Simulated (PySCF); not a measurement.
## How methods differ on the excitation energy of Ag⁺

Ag⁺ [Kr] 4d10 (1S) → Ag⁺ [Kr] 4d9 5s1 (3D), as a difference of total energies. Computed with PySCF 2.14 in x2c-TZVPPall with one added diffuse shell each of s, p, d, f type (9s7p7d3f1g, 95 functions), with the spin-free X2C one-electron Hamiltonian (Gaussian nucleus). Correlated levels: valence: [Kr] frozen. The calculations carry no spin-orbit coupling.

| method | excitation energy (cm⁻¹) |
| --- | --- |
| UHF | 35240 |
| MP2 (valence) | 43132 |
| SCS-MP2 (valence) | 43025 |
| CCSD (valence) | 40964 |
| CCSD(T) (valence) | 41347 |

Errors of the correlated levels include the incompleteness of this basis and the frozen core.

For comparison: 40609 cm⁻¹ (measured; NIST levels, between the centres of gravity of the two terms).
